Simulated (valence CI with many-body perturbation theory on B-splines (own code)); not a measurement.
Results of a calculation; reference values are marked as such.
Hyperfine factors and g values of Kr¹³⁺

Level of theory: relativistic CI+MBPT: five valence electrons over a frozen Dirac-Fock core [Ar], radial functions for each j: 7 s, 7 p, 8 d, 6 f, 4 g, 1 h, with the one-electron correlation potential Σ1 (screened to all orders), the two-electron term Σ2, the three-electron term Σ3, Breit, model QED; selected single and double excitations, second order for the rest, scaled by the run's own slope (own B-spline code, finite nucleus).

No measured levels were compared; by estimate terms of the open shell hold to 2 to 4 % of their energy, and close levels can change places. Among the levels kept, up to 300 cm⁻¹ of a level comes from second order outside the variational space, and about a tenth of that is noise between levels of different J, which matters for small intervals. The list stops below the first excitations out of the core. Only levels of the ground parity were solved; by the run's estimate the other parity begins above the list, which can be wrong where configurations are misplaced.

A/g_I is the dipole constant over the nuclear g factor μ/I (μ in nuclear magnetons, uniformly magnetised nucleus), B/Q the quadrupole constant per barn. Both hold the static response of the core; the bare values leave it out. Large factors of s and p1/2 electrons are usually good to 5 to 10 %; those of open d and f shells near neutrality can be off by tens of per cent, and small factors of p3/2, d and f electrons come from cancelling terms and can be off by a factor of two or in sign, in half-filled shells by more. B is blank for J = 1/2, where it vanishes, and for nearly pure S terms. Energies count from the lowest level.

Names give the largest LS component (configuration and term), which can be under half, so a name can repeat, a term be missing and a line seem to break the LS rules; names also repeat where a configuration has a term twice. Letters in brackets count levels of one name in rising energy.

| Level | E (cm⁻¹) | g | A/g_I (MHz) | A/g_I bare | B/Q (MHz/b) | B/Q bare |
| --- | --- | --- | --- | --- | --- | --- |
| 3d5 6S_5/2 | 0.0 | 1.993 | -540 | -6.18 |  |  |
| 3d5 4G_5/2 | 72889 | 0.658 | 3620 | 3480 | 974 | 1010 |
| 3d5 4G_11/2 | 74294 | 1.267 | 2590 | 2760 | -71.0 | -67.7 |
| 3d5 4G_7/2 | 74446 | 0.994 | 2780 | 2810 | 843 | 874 |
| 3d5 4G_9/2 | 75103 | 1.170 | 2520 | 2630 | 662 | 688 |
| 3d5 4P_5/2 | 78560 | 1.431 | 1180 | 1430 | 2610 | 2690 |
| 3d5 4P_3/2 | 80776 | 1.547 | 1930 | 2240 | 1950 | 2010 |
| 3d5 4P_1/2 | 83585 | 2.210 | -2120 | -1480 |  |  |
| 3d5 4D_7/2 | 90070 | 1.410 | 1520 | 1760 | 1130 | 1160 |
| 3d5 4D_1/2 | 93982 | 0.447 | 6380 | 6120 |  |  |
| 3d5 4D_5/2 | 94909 | 1.412 | 1900 | 2140 | -1610 | -1660 |
| 3d5 4D_3/2 | 95636 | 1.350 | 2540 | 2750 | -1170 | -1210 |
| 3d5 2I_11/2 | 106750 | 0.940 | 3290 | 3290 | 309 | 320 |
| 3d5 2I_13/2 | 109140 | 1.075 | 3130 | 3200 | -17.9 | -14.7 |
| 3d5 2D_5/2 [a] | 112870 | 1.077 | 2430 | 2500 | 970 | 1000 |
| 3d5 2D_3/2 [a] | 116540 | 0.695 | 4850 | 4730 | -111 | -112 |
| 3d5 2F_7/2 [a] | 119290 | 1.145 | 3180 | 3290 | -2060 | -2120 |
| 3d5 4F_9/2 | 121100 | 1.240 | 2340 | 2490 | -59.8 | -67.1 |
| 3d5 4F_5/2 | 124710 | 1.008 | 3200 | 3230 | -1840 | -1890 |
| 3d5 4F_7/2 | 127540 | 1.199 | 2180 | 2310 | -1300 | -1340 |
| 3d5 4F_3/2 | 129670 | 0.533 | 5020 | 4820 | -499 | -512 |
| 3d5 2H_9/2 | 130060 | 1.042 | 3040 | 3090 | 1130 | 1160 |
| 3d5 2G_7/2 [a] | 135720 | 0.922 | 3980 | 3980 | -1090 | -1130 |
| 3d5 2F_5/2 [a] | 136990 | 1.012 | 2500 | 2540 | 917 | 956 |
| 3d5 2H_11/2 | 137020 | 1.076 | 3040 | 3110 | -284 | -294 |
| 3d5 2G_9/2 [a] | 142010 | 1.068 | 2880 | 2950 | -817 | -849 |
| 3d5 2F_5/2 [b] | 144560 | 0.901 | 3080 | 3060 | -1090 | -1120 |
| 3d5 2F_7/2 [b] | 146050 | 1.144 | 3030 | 3130 | 1110 | 1160 |
| 3d5 2S_1/2 | 157320 | 1.993 | -588 | -58.3 |  |  |
| 3d5 2D_3/2 [b] | 175550 | 0.801 | 3840 | 3770 | -725 | -752 |
| 3d5 2D_5/2 [b] | 177780 | 1.183 | 2550 | 2680 | -446 | -465 |
| 3d5 2G_9/2 [b] | 195240 | 1.110 | 2800 | 2890 | -905 | -929 |
| 3d5 2G_7/2 [b] | 196230 | 0.891 | 3780 | 3760 | 1320 | 1360 |
| 3d5 2P_3/2 | 234420 | 1.302 | 2500 | 2690 | -2020 | -2090 |
| 3d5 2P_1/2 | 236450 | 0.679 | 455 | 318 |  |  |
| 3d5 2D_5/2 [c] | 256540 | 1.199 | 2170 | 2300 | -510 | -526 |
| 3d5 2D_3/2 [c] | 258210 | 0.827 | 5120 | 5060 | 2580 | 2660 |

Q: Take the isotope of mass number 83, with I = 9/2, μ = -0.97073 μN and Q = 0.259 b. What is the hyperfine structure of 3d5 4G_5/2?

A: From the table A = -782 MHz, B = 252 MHz. Shifts from the centre of gravity in MHz: F = 2: 10900, F = 3: 8450, F = 4: 5250, F = 5: 1300, F = 6: -3380, F = 7: -8730.
